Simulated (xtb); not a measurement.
H4Si2, triplet, from a rough starting geometry (the spin is typed, not shown lowest); GFN2-xTB run with xtb.

The xtb input:
```
$ xtb mol.xyz --gfn 2 --uhf 2 --opt vtight --json

# file mol.xyz
6

Si    -0.42177825     1.29286930     1.12218509
H      0.15643804     2.46668496     0.53907446
Si     0.07878924    -0.56363046    -0.20356577
H      0.81515370    -0.51666099    -1.45053750
H     -1.25643467    -1.08572158    -0.58058204
H      0.64814278    -1.55590714     0.65912525
```

Problem. Write the output that xtb gives for this input, abridged.

Solution. 
```
   ID    Z sym.   atoms
    1   14 Si     1, 3
    2    1 H      2, 4-6

           -------------------------------------------------
          |                Calculation Setup                |
           -------------------------------------------------

           -------------------------------------------------
          |                 G F N 2 - x T B                 |
           -------------------------------------------------

          ...................................................
          :                      SETUP                      :
          :.................................................:
          :  # basis functions                  24          :
          :  # atomic orbitals                  22          :
          :  # shells                           10          :
          :  # electrons                        12          :
          :  max. iterations                   250          :
          :  Hamiltonian                  GFN2-xTB          :
          :  restarted?                      false          :
          :  GBSA solvation                  false          :
          :  PC potential                    false          :
          :  electronic temp.          300.0000000     K    :
          :  accuracy                    1.0000000          :
          :  -> integral cutoff          0.2500000E+02      :
          :  -> integral neglect         0.1000000E-07      :
          :  -> SCF convergence          0.1000000E-05 Eh   :
          :  -> wf. convergence          0.1000000E-03 e    :
          :  Broyden damping             0.4000000          :
          :  net charge                          0          :
          :  unpaired electrons                  2          :
          ...................................................

 iter      E             dE          RMSdq      gap      omega  full diag
   1     -5.3428082 -0.534281E+01  0.639E+00    2.45       0.0  T
   2     -5.3901543 -0.473461E-01  0.572E+00    1.52       1.0  T
   3     -5.4153043 -0.251500E-01  0.321E+00    2.00       1.0  T
   4     -5.4155965 -0.292242E-03  0.123E+00    1.88       1.0  T
   5     -5.4166552 -0.105863E-02  0.443E-01    1.97       1.0  T
   6     -5.4168676 -0.212454E-03  0.334E-01    1.92       1.0  T
   7     -5.4170033 -0.135640E-03  0.823E-02    1.95       1.0  T
   8     -5.4170014  0.187462E-05  0.462E-02    1.96       1.0  T
   9     -5.4170039 -0.251160E-05  0.234E-02    1.95       1.7  T
[...]
 * total energy  :    -5.3763092 Eh     change       -0.1982612E-03 Eh
 * total energy  :    -5.3763523 Eh     change       -0.4312472E-04 Eh
 * total energy  :    -5.3764760 Eh     change       -0.1236508E-03 Eh
 * total energy  :    -5.3765612 Eh     change       -0.8519834E-04 Eh
 * total energy  :    -5.3766071 Eh     change       -0.4590930E-04 Eh
 * total energy  :    -5.3766580 Eh     change       -0.5092527E-04 Eh
 * total energy  :    -5.3767132 Eh     change       -0.5514467E-04 Eh
 * total energy  :    -5.3767310 Eh     change       -0.1787543E-04 Eh
 * total energy  :    -5.3767390 Eh     change       -0.7954776E-05 Eh
 * total energy  :    -5.3767402 Eh     change       -0.1251420E-05 Eh
 * total energy  :    -5.3767405 Eh     change       -0.2869425E-06 Eh
 * total energy  :    -5.3767405 Eh     change       -0.1191730E-07 Eh
   *** GEOMETRY OPTIMIZATION CONVERGED AFTER 21 ITERATIONS ***
         :: total energy              -5.376740536962 Eh    ::
[...]
      -------------------------------------------------------------
                  HL-Gap            0.0826830 Eh            2.2499 eV
             Fermi-level           -0.2795261 Eh           -7.6063 eV

     #   Z          covCN         q      C6AA      α(0)
     1  14 Si       1.873     0.182   194.633    29.649
     2   1 H        0.915    -0.080     4.925     3.471
     3  14 Si       3.706     0.340   101.178    19.263
     4   1 H        0.915    -0.143     7.356     4.242
     5   1 H        0.915    -0.143     7.354     4.242
     6   1 H        0.917    -0.155     7.966     4.414

 Mol. C6AA /au·bohr⁶  :       1171.392474
 Mol. C8AA /au·bohr⁸  :      56783.020685
 Mol. α(0) /au        :         65.280369

Wiberg/Mayer (AO) data.
largest (>0.10) Wiberg bond orders for each atom

 ---------------------------------------------------------------------------
     #   Z sym  total        # sym  WBO       # sym  WBO       # sym  WBO
 ---------------------------------------------------------------------------
     1  14 Si   2.220 --     3 Si   1.223     2 H    0.900
     2   1 H    0.992 --     1 Si   0.900
     3  14 Si   3.959 --     1 Si   1.223     5 H    0.884     4 H    0.884
                             6 H    0.881
     4   1 H    0.979 --     3 Si   0.884
     5   1 H    0.979 --     3 Si   0.884
     6   1 H    0.976 --     3 Si   0.881
 ---------------------------------------------------------------------------

Topologies differ in total number of bonds
Writing topology from bond orders to xtbtopo.mol

molecular dipole:
                 x           y           z       tot (Debye)
 q only:        0.046       0.586       0.479
   full:       -0.071       0.101      -0.129       0.455
molecular quadrupole (traceless):
                xx          xy          yy          xz          yz          zz
 q only:        0.349       0.659      -1.516       0.130       0.606       1.167
  q+dip:        0.524      -0.153      -0.322      -0.059      -0.918      -0.202
   full:        1.249      -0.156      -1.159      -0.075      -1.870      -0.089

optimized geometry written to: xtbopt.xyz

           -------------------------------------------------
          | TOTAL ENERGY               -5.376740536962 Eh   |
          | GRADIENT NORM               0.000043954823 Eh/α |
          | HOMO-LUMO GAP               2.249919058100 eV   |
           -------------------------------------------------

normal termination of xtb
```
